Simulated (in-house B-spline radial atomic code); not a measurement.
# Mo5+: [Kr] 7d1 (an excited or competing configuration)

Method: Dirac-Hartree-Fock, average of configuration, Fermi nucleus of rms radius 4.4091 fm. Calculated with a B-spline radial code for spherical atoms.

Z_r = [3n² - l(l+1)]/(2<r>); Z_e = n√(-2ε); the last column is Slater's effective charge. Values are occupation-weighted means over j. An effective charge above Z reflects the relativistic contraction of the inner shells.

```tsv
shell	electrons	ε (eV)	<r> (bohr)	Z_r	Z_e	Slater
1s	2	-20204	0.03516	42.67	38.53	41.70
2s	2	-3000	0.153	39.20	29.70	37.85
2p	6	-2685.5	0.1338	37.36	28.10	37.85
3s	2	-611.02	0.4255	31.73	20.10	30.75
3p	6	-504.83	0.4274	29.25	18.27	30.75
3d	10	-331.32	0.4133	25.41	14.80	20.85
4s	2	-155.74	1.071	22.41	13.53	14.25
4p	6	-121.97	1.16	19.83	11.98	14.25
7d	1	-14.116	8.239	8.56	7.13	6.00
```

The least bound orbital is 7d5/2 at -14.11 eV, and it is also the most diffuse (<r> = 8.245 bohr).

Spin-orbit splittings of the orbital energies (j = l + 1/2 above j = l - 1/2 when positive): 2p 107.2 eV, 3p 18.36 eV, 3d 3.435 eV, 4p 2.982 eV, 7d 0.02591 eV.

For the 1s electron the small component carries 2.35 % of the norm, the zero-frequency Breit interaction raises the level by 38.73 eV, self-energy by 21.15 eV, and vacuum polarisation lowers it by 2.443 eV.

The density falls to 0.001 bohr⁻³ at 2.741 bohr; Σ<r²> = 91.71 bohr² gives, by the non-relativistic formula and without the paramagnetism of open shells, a Langevin diamagnetic susceptibility of -72.63×10⁻⁶ cm³/mol.
